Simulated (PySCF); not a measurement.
InBr, PBE0: how much the basis matters

PySCF, UKS reference; singlet, unpaired electrons none; De to In + Br without counterpoise correction.

```
      basis                           relativity  functions  Re (Å)  ωe (cm⁻¹)  De (eV)  μ (D)
 cc-pVDZ-PP  scalar-relativistic core potentials         46   2.586        218     4.10  -3.66
 cc-pVTZ-PP  scalar-relativistic core potentials         78   2.567        219     4.13  -3.48
def2-TZVPPD  scalar-relativistic core potentials        113   2.567        217     4.19  -3.62
```

Q: How does each smaller set differ from the one with most functions, def2-TZVPPD?

A: cc-pVDZ-PP: +1.9 pm, +0.5 % in ωe, -0.09 eV in De; cc-pVTZ-PP: +0.0 pm, +0.9 % in ωe, -0.06 eV in De. All at PBE0; the set with most functions is neither the basis-set limit nor always the best.

A positive dipole means In(−)Br(+). Spin–orbit coupling is left out, which matters for elements this heavy, above all for dissociation energies.
